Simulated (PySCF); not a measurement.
Species: C7H17AsOSi.
Numbering: `[CH3:1][Si:2]([CH3:3])([CH3:4])[O:5][C@@H:6]1[CH2:7][CH2:8][AsH:9][CH2:10]1` (hydrogens: H11, H12, H13 on C1; H14, H15, H16 on C3; H17, H18, H19 on C4; H20 on C6; H21, H22 on C7; H23, H24 on C8; H25 on As9; H26, H27 on C10)

Method: PBE0-D3(BJ)/def2-SVP geometry optimisation, gas phase in PySCF; density fitting, grid level 1; the optimiser is geomeTRIC in internal coordinates, started from a GFN2-xTB structure with every atom displaced at random (about 0.01 Å).

Geometry at step 0:
```
atom  x, y, z in Å
C1     -2.2059    1.0162   -1.3112
Si2    -1.4808    0.0856    0.1600
C3     -1.9806    0.8721    1.8107
C4     -1.9902   -1.7348    0.0460
O5      0.1494    0.2132    0.1734
C6      1.0699   -0.1880   -0.7979
C7      2.0276   -1.2234   -0.1789
C8      2.8223   -0.5245    0.9264
As9     3.0145    1.3914    0.4323
C10     1.9177    1.0050   -1.1818
H11    -3.3200    1.0274   -1.2791
H12    -1.9058    2.0829   -1.3075
H13    -1.9506    0.6217   -2.2763
H14    -1.5933    1.8881    1.9128
H15    -3.0439    0.9081    1.9166
H16    -1.5762    0.3189    2.6661
H17    -1.6815   -2.1867   -0.8772
H18    -1.6291   -2.3167    0.8771
H19    -3.1060   -1.8422    0.0839
H20     0.5185   -0.6138   -1.6526
H21     2.6725   -1.5838   -0.9710
H22     1.4550   -2.0892    0.1958
H23     2.2730   -0.5711    1.8549
H24     3.7728   -1.0080    1.0691
H25     1.8609    1.8586    1.2249
H26     2.5505    0.7681   -2.0412
H27     1.2884    1.8360   -1.4564
```

**Question.** What forces act on the atoms?

**Answer.** 
```csv
atom,Fx (eV/Å),Fy (eV/Å),Fz (eV/Å)
C1,-0.787,0.791,0.863
Si2,-1.244,-0.094,0.325
C3,0.903,-0.375,-0.509
C4,-1.436,0.977,0.372
O5,0.931,0.163,0.282
C6,0.206,-0.501,0.337
C7,-0.811,0.477,0.134
C8,-0.599,-0.054,-0.568
As9,0.996,-0.181,-0.807
C10,0.113,-0.314,0.168
H11,0.352,-0.105,0.116
H12,0.065,-0.202,0.082
H13,0.408,-0.517,-0.825
H14,0.102,0.319,-0.184
H15,-1.193,0.054,0.136
H16,0.076,-0.264,0.035
H17,0.427,-0.424,-0.839
H18,0.511,-0.436,0.612
H19,0.528,0.202,-0.081
H20,0.168,-0.082,-0.328
H21,0.495,-0.239,-0.425
H22,0.051,0.048,0.034
H23,-0.271,0.005,0.617
H24,0.819,-0.186,0.173
H25,-0.740,0.262,0.517
H26,0.294,-0.033,-0.101
H27,-0.367,0.713,-0.133
```

The largest, 1.78 eV/Å, acts on C4; the rms over all components is 0.515 eV/Å. The forces sum to zero within rounding, as they must for an isolated molecule in no field.

**Question.** Give the force on C4 in Eh/bohr and in nN.

**Answer.** 1.776 eV/Å ÷ 51.422 = 0.03453 Eh/bohr, and 1.776 eV/Å × 1.602 = 2.84 nN.

**Question.** How far is this geometry from the end of the optimisation?

**Answer.** 0.248 eV above it, and 0.153 Å rms away after alignment. The bonds farthest from their final lengths, with half the difference of the two atoms' forces along the bond (positive lengthens):

```json
{"bond": "As9–H25", "now (Å)": "1.476", "final (Å)": "1.525", "force along bond (eV/Å)": "+1.10"}
{"bond": "Si2–O5", "now (Å)": "1.635", "final (Å)": "1.679", "force along bond (eV/Å)": "+1.09"}
{"bond": "C3–H15", "now (Å)": "1.069", "final (Å)": "1.101", "force along bond (eV/Å)": "+1.08"}
{"bond": "Si2–C3", "now (Å)": "1.896", "final (Å)": "1.867", "force along bond (eV/Å)": "-0.70"}
{"bond": "C4–H17", "now (Å)": "1.073", "final (Å)": "1.102", "force along bond (eV/Å)": "+1.08"}
{"bond": "C1–H13", "now (Å)": "1.073", "final (Å)": "1.102", "force along bond (eV/Å)": "+1.14"}
```

The angle farthest from its final value is Si2–C1–H13, 115.4° against 111.5°.

Of the 6 listed bonds off by 0.010 Å or more, this force points towards the final length in 6.

The cost below is that of the whole optimisation. The run took 18 min wall on an Intel Xeon at 2.50 GHz with one thread, on a shared host, and the process peaked at 1.1 GiB of memory.
